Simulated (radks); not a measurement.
The numbers below are computed, except where a source is named.
Neutral niobium inside a hard spherical wall (all orbitals vanish at R), configuration held at [Kr] 4d4 5s1 and not refilled when levels cross. Level of theory: scalar-relativistic Kohn-Sham, PBEsol, spin-unpolarised, spherical densities, point nucleus (a radial shooting solver on a logarithmic mesh with Libxc functionals). Eigenvalues in eV, with the zero of energy where the potential of the charges vanishes at infinity; a dash marks a level that is unbound or too diffuse for the functional's potential to be trusted. A positive occupied level is held by the wall or, in an anion where self-interaction has pushed it up, behind a barrier. The pressure on the wall is -dE/dV.

R (bohr),E (hartree),kinetic (hartree),e(4s),e(4p),e(5s),e(4d),"e(5p, empty)","e(6s, empty)",pressure (GPa)
free,-3817.49736,3930.304,-58.351,-34.492,-4.014,-3.056,-1.085,-,0
15,-3817.49735,3930.304,-58.350,-34.491,-4.013,-3.055,-1.073,0.423,< 0.0001
10,-3817.49628,3930.313,-58.263,-34.405,-3.944,-2.978,-0.839,2.381,0.0255
7,-3817.47513,3930.437,-57.437,-33.594,-3.178,-2.261,0.609,8.884,1.08
5,-3817.31664,3931.104,-54.387,-30.659,0.591,0.472,6.218,27.307,18.6
3.5,-3816.40798,3934.353,-46.449,-23.113,16.465,8.898,26.911,82.091,282
3,-3815.25041,3938.506,-40.317,-17.052,33.263,16.488,47.095,129.47,908
2.5,-3812.27433,3949.006,-28.860,-5.012,69.720,31.872,88.384,219.41,3580
2,-3803.29844,3978.162,-2.972,23.635,157.81,67.584,182.84,411.49,18100
1.5,-3770.36816,4071.599,75.564,110.43,405.83,167.73,436.70,897.89,130000
